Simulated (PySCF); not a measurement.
C5H9FN2Si.
Atom-mapped SMILES: `[N:1]#[C:2][CH2:3][C@@H:4]1[CH2:5][Si@@H:6]([CH2:7][F:8])[NH:9]1`

NICS = −σ at a ghost point: NICS(0) at the centroid of the ring atoms, NICS(1) 1 Å to either side along the normal of their mean plane, zz for the tensor component along that normal. Level: GIAO PBE0/pcSseg-1 (PySCF, non-relativistic, gas phase) on the GFN2-xTB geometry, one conformer.

Ring bond lengths (Å), with Mayer bond orders in brackets: C4–C5 1.535 (0.96), C5–Si6 1.910 (0.89), Si6–N9 1.721 (1.01), N9–C4 1.454 (0.96).

Task: Give the NICS values of each ring in ppm.

Result: 
| ring | type | NICS(0) | NICS(1), two faces | NICS(1)zz, two faces | rms pucker (Å) | centre to ring atoms, mean (Å) |
| --- | --- | --- | --- | --- | --- | --- |
| C4–C5–Si6–N9 | 4-membered ring with N and Si; formal bonds all single | -4.2 | -1.1 / -1.1 | 2.3 / 2.0 | 0.07 | 1.16 |

Task: What do they say, and how far can they be read as aromaticity?

Result: 
- C4–C5–Si6–N9: mean NICS(1)zz 2.1 ppm, near zero. C4, C5, Si6 have four or more neighbours, so the value isn't read as a sign of a π ring current.

Task: At the second NICS(1) probe listed for ring C4–C5–Si6–N9, 1 Å off the ring, how large is the induced field along the normal in 14.1 T applied along it?

Result: NICSzz × B0 = 2.0 ppm × 14.1 T = 28 μT, along the applied field.

Task: How shielded are the nuclei of the rings and their hydrogens (means over atoms taken as equivalent)?

Result: 
```json
{"atoms": "C4", "environment": "sp3 carbon bound to nitrogen", "σ isotropic (ppm)": "129.1", "principal values of the symmetric part, first atom (ppm)": "114.0, 120.7, 152.5"}
{"atoms": "C5", "environment": "sp3 carbon bound to silicon", "σ isotropic (ppm)": "167.1", "principal values of the symmetric part, first atom (ppm)": "141.8, 160.6, 198.8"}
{"atoms": "Si6", "environment": "SiH silicon", "σ isotropic (ppm)": "349.6", "principal values of the symmetric part, first atom (ppm)": "319.2, 345.7, 383.8"}
{"atoms": "N9", "environment": "silicon-bound nitrogen", "σ isotropic (ppm)": "211.6", "principal values of the symmetric part, first atom (ppm)": "172.6, 218.6, 243.6"}
{"atoms": "H on C4", "environment": "methine hydrogen", "σ isotropic (ppm)": "27.58", "principal values of the symmetric part, first atom (ppm)": "23.6, 26.7, 32.4"}
{"atoms": "H on C5", "environment": "methylene hydrogen", "σ isotropic (ppm)": "29.74", "principal values of the symmetric part, first atom (ppm)": "26.7, 27.4, 35.1"}
{"atoms": "H on C5", "environment": "methylene hydrogen", "σ isotropic (ppm)": "30.43", "principal values of the symmetric part, first atom (ppm)": "26.3, 29.5, 35.6"}
{"atoms": "H on Si6", "environment": "Si–H hydrogen", "σ isotropic (ppm)": "25.79", "principal values of the symmetric part, first atom (ppm)": "22.1, 24.8, 30.4"}
{"atoms": "H on N9", "environment": "N–H hydrogen", "σ isotropic (ppm)": "30.98", "principal values of the symmetric part, first atom (ppm)": "23.1, 28.2, 41.6"}
```

Conformer computed: `[N:1]#[C:2][CH2:3][C@@H:4]1[CH2:5][Si@@H:6]([CH2:7][F:8])[NH:9]1`: C2–C3–C4–C5 -67°, C5–Si6–C7–F8 179°.
